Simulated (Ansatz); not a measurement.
Total energies of CrCl3 from Ansatz at PBE-D4/def2-TZVPD, gas phase (1 Eh = 27.2114 eV = 2625.5 kJ/mol). The reference geometry is relaxed at B3LYP-D4/def2-SVP.

```tsv
state	geometry	energy (Eh)
charge 0 quartet	reference	-2424.49697
charge -1 quintet	reference	-2424.59171
charge -1 quintet	relaxed at B3LYP-D4/def2-SVPD	-2424.60565
free Cr atom (septet)	–	-1044.19827
free Cl atom (doublet)	–	-459.95933
```

Other spin states of the ions weren't run at this level and may lie lower.

(1) Work out the vertical electron affinity, to the quintet.

(2) How much does the charge -1 quintet relax, and what is the adiabatic electron affinity?

(3) What is the binding energy per atom against free atoms?

(1) E(charge 0 quartet) − E(charge -1 quintet) = -2424.49697 − (-2424.59171) = 0.09474 Eh = 2.58 eV.

(2) Relaxation: -2424.59171 − (-2424.60565) = 0.01394 Eh = 0.38 eV. Adiabatic electron affinity: 0.10868 Eh = 2.96 eV, without zero-point energy. 

(3) Atoms: 1 × (-1044.19827) + 3 × (-459.95933) = -2424.07626 Eh. Binding: -2424.07626 − (-2424.49697) = 0.42071 Eh = 11.45 eV, or 2.86 eV for each of 4 atoms (no zero-point energy, no counterpoise term).

At PBE-D4/def2-TZVPD the highest occupied level of the charge -1 quintet lies above zero (up to 0.44 eV). By energy differences its removal costs 2.58 eV (vertical, to the charge 0 quartet, at PBE-D4/def2-TZVPD); a positive level beside a positive removal energy at the same level points to self-interaction error.
